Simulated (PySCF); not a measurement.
`C[N]([GeH3])C=O`. Method: PySCF 2.14.0, PBE0-D3(BJ)/def2-SVP geometry optimisation, gas phase.

```
atom  x, y, z in Å
C1    -1.0892   -0.8938    0.2171
N2    -0.0868    0.1452    0.1118
Ge3    1.7737   -0.0923    0.2508
C4    -0.4334    1.4348   -0.1069
O5     0.3819    2.3313   -0.1975
H6    -0.6007   -1.8566    0.4159
H7    -1.7931   -0.7042    1.0447
H8    -1.6701   -1.0046   -0.7141
H9     1.9020   -1.6069    0.5044
H10    2.4494    0.2958   -1.0685
H11    2.3165    0.7064    1.4401
H12   -1.5330    1.6116   -0.1985
```

**Question.** Which two atoms are farthest apart?

**Answer.** H7···H10 and H8···H11, 4.844 Å.

**Question.** How far are the heavy atoms from their best plane (unweighted least squares)?

**Answer.** 0.001 Å rms; none is more than 0.001 Å off.

**Question.** What is the repulsion energy of the bare nuclei, Σ ZA·ZB/RAB?

**Answer.** 360.85 Eh over 66 pairs, with full nuclear charges and distances in bohr; the largest single term is 63.03 Eh (N2 with Ge3).

**Question.** How far apart are these pairs, which share no bond: C1···Ge3, C1···H11, N2···H11, C4···H11?

**Answer.** C1···Ge3 2.973 Å (2 bonds apart); C1···H11 3.957 Å (3 bonds apart); N2···H11 2.803 Å (2 bonds apart); C4···H11 3.238 Å (3 bonds apart).

**Question.** Where is the centre of mass (commonest isotopes), and what is the radius of gyration?

**Answer.** Mass 134.974 u; centre at (0.880, 0.270, 0.146) Å; Rg = √(Σ m r²/M) = 1.497 Å. As Ia + Ib + Ic = 2 Σ m r², the three principal moments sum to 605.0 u·Å².

**Question.** What are the angles H7–C1–H8, N2–C1–H8, Ge3–N2–C4, C1–N2–Ge3, N2–Ge3–H10, N2–Ge3–H9, O5–C4–H12?

**Answer.** From the scalar product of the two bond vectors; for H7–C1–H8 it is -0.3828 Å² over 1.1029 × 1.1031 Å², cos θ = -0.3146. H7–C1–H8 108.3°; N2–C1–H8 112.0°; Ge3–N2–C4 112.7°; C1–N2–Ge3 126.1°; N2–Ge3–H10 109.9°; N2–Ge3–H9 102.6°; O5–C4–H12 122.5°.

**Question.** Give the dihedral angles H6–C1–N2–C4, Ge3–N2–C4–O5, C1–N2–C4–H12.

**Answer.** H6–C1–N2–C4 -179° (antiperiplanar); Ge3–N2–C4–O5 0° (synperiplanar); C1–N2–C4–H12 0° (synperiplanar). Dihedral signs follow IUPAC: positive where, seen along the central bond, the front bond turns clockwise onto the rear one.

The point group is Cs within 0.08 Å; differences among equivalent distances and angles are scatter left by the optimiser. Whether it is a minimum is left open (no frequencies). The numbers are those of one conformer.
